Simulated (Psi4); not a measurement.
CClF3, triplet, at the geometry of the source list (a higher spin typed on purpose: for a closed-shell molecule this is an excited state); Psi4 1.11 with HF/aug-cc-pVDZ.

Psi4 was given this input:
```
memory 2 GB

molecule {
0 3
  F    -0.57610000   -0.63500000   -1.04370000
  C    -0.07440000   -0.00180000    0.00350000
  F    -0.57130000    1.22370000    0.02310000
  F    -0.47540000   -0.62840000    1.09700000
  Cl    1.69720000    0.04150000   -0.08000000
}

set basis aug-cc-pvdz
set reference uhf

energy('scf')
print_variables()
```

Task: Predict the main parts of the log of this Psi4 run.

Result: 
```
   => Loading Basis Set <=

    Name: AUG-CC-PVDZ
    Role: ORBITAL
    Keyword: BASIS

         ---------------------------------------------------------
                                   SCF
               by Justin Turney, Rob Parrish, Andy Simmonett
                          and Daniel G. A. Smith
                              UHF Reference
         ---------------------------------------------------------

  ==> Geometry <==

    Molecular point group: c1
    Full point group: C1

    Geometry (in Angstrom), charge = 0, multiplicity = 3:

       Center              X                  Y                   Z               Mass
    ------------   -----------------  -----------------  -----------------  -----------------
         F           -0.841823823625    -0.641496194614    -1.031156913613    18.998403162730
         C           -0.340123823625    -0.008296194614     0.016043086387    12.000000000000
         F           -0.837023823625     1.217203805386     0.035643086387    18.998403162730
         F           -0.741123823625    -0.634896194614     1.109543086387    18.998403162730
         CL           1.431476176375     0.035003805386    -0.067456913613    34.968852682000

  Running in c1 symmetry.

  Rotational constants: A =      0.19320  B =      0.10942  C =      0.10942 [cm^-1]
  Rotational constants: A =   5791.93531  B =   3280.23672  C =   3280.20887 [MHz]
  Nuclear repulsion =  250.120071880748839

  Charge       = 0
  Multiplicity = 3
  Electrons    = 50
  Nalpha       = 26
  Nbeta        = 24

  ==> Algorithm <==

  SCF Algorithm Type is DF.
  DIIS enabled.
  MOM disabled.
  Fractional occupation disabled.
  Guess Type is SAD.
  Energy threshold   = 1.00e-06
  Density threshold  = 1.00e-06
  Integral threshold = 1.00e-12

  ==> Primary Basis <==

  Basis Set: AUG-CC-PVDZ
    Blend: AUG-CC-PVDZ
    Number of shells: 47
    Number of basis functions: 119
    Number of Cartesian functions: 129
    Spherical Harmonics?: true
    Max angular momentum: 2

   => Loading Basis Set <=

    Name: (AUG-CC-PVDZ AUX)
    Role: JKFIT
    Keyword: DF_BASIS_SCF

  ==> Integral Setup <==

  SCF_SUBTYPE=INCORE selected. In-core MEM_DF algorithm will be used.
  Using in-core AOs.

  ==> MemDFJK: Density-Fitted J/K Matrices <==

    J tasked:                   Yes
    K tasked:                   Yes
    wK tasked:                   No
    Algorithm:                 Core
    Schwarz Cutoff:           1E-12
    Mask sparsity (%):       0.0000
[...]
   @DF-UHF iter   8:  -795.48097779793386   -7.87999e-06   5.43116e-06 DIIS
   @DF-UHF iter   9:  -795.48097822381408   -4.25880e-07   2.32259e-06 DIIS
   @DF-UHF iter  10:  -795.48097830030008   -7.64860e-08   9.87211e-07 DIIS
  Energy and wave function converged.

  ==> Post-Iterations <==

   @Spin Contamination Metric:   1.529142034E-02
   @S^2 Expected:                2.000000000E+00
   @S^2 Observed:                2.015291420E+00
   @S   Expected:                1.000000000E+00
   @S   Observed:                1.000000000E+00

    Orbital Energies [Eh]
    ---------------------

    Alpha Occupied:

[...]
    Alpha Virtual:

[...]
    Beta Occupied:

[...]
    Beta Virtual:

[...]
    Final Occupation by Irrep:
              A
    DOCC [    24 ]
    SOCC [     2 ]
    NA   [    26 ]
    NB   [    24 ]

  @DF-UHF Final Energy:  -795.48097830030008

   => Energetics <=

    Nuclear Repulsion Energy =            250.1200718807488386
    One-Electron Energy =               -1600.4568887286495737
    Two-Electron Energy =                 554.8558385476006833
    Total Energy =                       -795.4809783003000803

  UHF NO Occupations:
  HONO-2 :   24  A 1.9959777
  HONO-1 :   25  A 1.0000000
  HONO-0 :   26  A 1.0000000
  LUNO+0 :   27  A 0.0040223
  LUNO+1 :   28  A 0.0026655
  LUNO+2 :   29  A 0.0003528
  LUNO+3 :   30  A 0.0001676

Computation Completed

Properties will be evaluated at   0.000000,   0.000000,   0.000000 [a0]

Properties computed using the SCF density matrix

 Multipole Moments:

 ------------------------------------------------------------------------------------
     Multipole            Electronic (a.u.)      Nuclear  (a.u.)        Total (a.u.)
 ------------------------------------------------------------------------------------

 L = 1.  Multiply by 2.5417464519 to convert [e a0] to [Debye]
 Dipole X            :         -0.3785502            0.9724697            0.5939195
 Dipole Y            :         -0.0110303            0.0237922            0.0127619
 Dipole Z            :          0.0152966           -0.0458177           -0.0305211
 Magnitude           :                                                    0.5948401

 ------------------------------------------------------------------------------------

  Variable Map:
  ----------------------------------------------------------------------------
[...]
  Array Variable Map:
  ----------------------------------------------------------------------------
[...]
[...]
```
